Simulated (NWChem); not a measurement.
**Atomisation of boron oxyfluoride (BFO)**

```
B
O 1 1.2067
F 1 1.2856 2 180.00
```
Charge 0, spin multiplicity 1.

All runs are NWChem calculations. Structure: optimised with B3LYP/def2-SVP, a minimum by its harmonic frequencies.

Basis set: def2-TZVP. The atomisation energy is electronic alone: no zero-point, thermal, spin-orbit or counterpoise terms. No value is extrapolated to the basis-set limit. Free atoms are single determinants with multiplicities F 2, B 2, O 3.

B3LYP has NWChem's definition, with VWN1-RPA local correlation. The stability of the SCF solutions was not checked. Open-shell Hartree-Fock references start from PBE0 orbitals.

### Question
Order these methods by the atomisation energy they give, lowest first: HF, PBE, B3LYP, LDA (SVWN5).

### Answer
HF (254.6 kcal/mol), B3LYP (355.8 kcal/mol), PBE (372.4 kcal/mol), LDA (SVWN5) (421.2 kcal/mol)
